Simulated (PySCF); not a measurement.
Nuclear quadrupole coupling in `N#Cc1nncnc1[SiH3]`

Species: C₄H₄N₄Si.
Cartesian coordinates in Å at the GFN2-xTB level; atoms count from 1:
```xyz
13
C4H4N4Si angstrom
N     -1.444    2.831   -0.493
C     -0.617    2.058   -0.309
C      0.349    1.048   -0.098
N      1.620    1.395    0.073
N      2.535    0.486    0.155
C      2.179   -0.775   -0.028
N      0.930   -1.210   -0.030
C     -0.040   -0.311    0.001
Si    -1.832   -0.915    0.184
H      2.969   -1.506   -0.127
H     -1.749   -2.347    0.434
H     -2.497   -0.590   -1.076
H     -2.406   -0.163    1.298
```

Field gradients from the PBE0/pcSseg-1 density (PySCF, non-relativistic), principal values in atomic units, ordered |Vxx| ≤ |Vyy| ≤ |Vzz|:

```
atom     Vxx     Vyy      Vzz
  N1  0.5013  0.5249  -1.0262
  N4  0.4781  0.8770  -1.3550
  N5  0.5270  0.7512  -1.2782
  N7  0.2939  0.8641  -1.1580
```

Problem. Find the asymmetry η = (Vxx − Vyy)/Vzz and the couplings χ = eQV/h (234.96 MHz × Q in barn × V in au), with Q(14N) = 0.02044 b.

Solution. 
```json
{"atom": "N1", "environment": "nitrile nitrogen", "nucleus": "14N", "η": "0.02", "χzz (MHz)": "-4.929", "χxx (MHz)": "2.408", "χyy (MHz)": "2.521"}
{"atom": "N4", "environment": "pyridine-type nitrogen", "nucleus": "14N", "η": "0.29", "χzz (MHz)": "-6.51", "χxx (MHz)": "2.30", "χyy (MHz)": "4.21"}
{"atom": "N5", "environment": "pyridine-type nitrogen", "nucleus": "14N", "η": "0.18", "χzz (MHz)": "-6.14", "χxx (MHz)": "2.53", "χyy (MHz)": "3.61"}
{"atom": "N7", "environment": "pyridine-type nitrogen", "nucleus": "14N", "η": "0.49", "χzz (MHz)": "-5.56", "χxx (MHz)": "1.41", "χyy (MHz)": "4.15"}
```

The gradient is axial or nearly so (η below 0.05) at N1. 

Problem. What is Vzz at N4 in SI units (1 au = 9.71736 × 10²¹ V/m²)?

Solution. -1.3550 au = -13.167 × 10²¹ V/m².

Problem. And the gradient at the other heavy atoms, for which no coupling is worked out here?

Solution. 
```json
{"atom": "C2", "environment": "nitrile carbon", "Vzz (au)": "-0.361", "η": "0.01"}
{"atom": "C3", "environment": "substituted aromatic carbon", "Vzz (au)": "0.198", "η": "0.98"}
{"atom": "C6", "environment": "aromatic CH next to a ring nitrogen", "Vzz (au)": "0.391", "η": "0.52"}
{"atom": "C8", "environment": "substituted aromatic carbon", "Vzz (au)": "0.452", "η": "0.51"}
{"atom": "Si9", "environment": "SiH3 silicon", "Vzz (au)": "0.390", "η": "0.14"}
```

Problem. What couplings would deuterons (Q(2H) = 0.00286 b) have in place of the hydrogens, at this geometry?

Solution. 
```
atom  bonded to  bond length (Å)  Vzz (au)     η  χzz (kHz)
 H10         C6            1.080    0.3152  0.05        212
 H11        Si9            1.456    0.1651  0.00        111
 H12        Si9            1.461    0.1617  0.03        109
 H13        Si9            1.461    0.1613  0.03        108
```

Isolated species at its GFN2-xTB geometry (one conformer only). GFN2-xTB bond lengths can be off by several hundredths of an ångström, more for odd bonds, and the gradients follow them. With so small a basis the couplings can be 20 % off.
